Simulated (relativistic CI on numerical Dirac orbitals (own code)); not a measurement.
Au31+: q coefficients and field-shift factors

Method of calculation: Dirac-Coulomb-Breit CI, orbitals from a KLI potential per configuration, derivatives by finite differences, unscaled Slater integrals, QED left out (own radial code, finite nucleus).

Configuration list (outside the closed core [Ar] 3d10 4s2): 4p⁶4d¹⁰4f², 4p⁶4d⁹4f³, 4p⁶4d¹⁰4f5s, 4p⁶4d¹⁰4f5p, 4p⁶4d¹⁰5s², 4p⁵4d¹⁰4f³, 4p⁶4d¹⁰5s5p, 4p⁶4d¹⁰4f5d. Levels of other configurations are missing.

With x = (α/α₀)² − 1 an excitation energy changes as ω = ω₀ + qx; K = 2q/ω₀ is the relative enhancement. Terms are leading LS components, so labels can repeat. The field-shift factor is F = δν/δ⟨r²⟩ for the transition from the lowest level.

Lowest level 4p⁶4d¹⁰4f² ³H4.

| Level | ω₀ (cm⁻¹) | q (cm⁻¹) | K | F (GHz/fm²) |
| --- | --- | --- | --- | --- |
| 4p⁶4d¹⁰4f² ³F2 | 24058 | 4387 | 0.365 | 0.432 |
| 4p⁶4d¹⁰4f² ³H5 | 41255 | 41330 | 2 | 2.16 |
| 4p⁶4d¹⁰4f² ¹G4 | 56114 | 40600 | 1.45 | 2.29 |
| 4p⁶4d¹⁰4f² ³F3 | 57007 | 41870 | 1.47 | 2.35 |
| 4p⁶4d¹⁰4f² ³H6 | 73406 | 63180 | 1.72 | 3.43 |
| 4p⁶4d¹⁰4f² ³P0 | 92647 | 11610 | 0.251 | 1.51 |
| 4p⁶4d¹⁰4f² ¹D2 | 95846 | 39960 | 0.834 | 2.71 |
| 4p⁶4d¹⁰4f² ³F4 | 103111 | 83670 | 1.62 | 4.58 |
| 4p⁶4d¹⁰4f² ³P1 | 114487 | 42280 | 0.739 | 3 |
| 4p⁶4d¹⁰4f² ¹I6 | 120899 | 59930 | 0.991 | 3.82 |
| 4p⁶4d¹⁰4f² ³P2 | 147509 | 80740 | 1.09 | 4.96 |
| 4p⁶4d¹⁰4f² ¹S0 | 236016 | 71710 | 0.608 | 5.62 |
| 4p⁶4d¹⁰4f5s ³F°2 | 1602459 | -649700 | -0.811 | 1180 |

At this charge energies of transitions that change n are usually good to better than 1 %, and those within a shell (Δn = 0) to a few per cent. Terms inside the open d or f shell come out 10 to 20 % too wide with unscaled integrals.
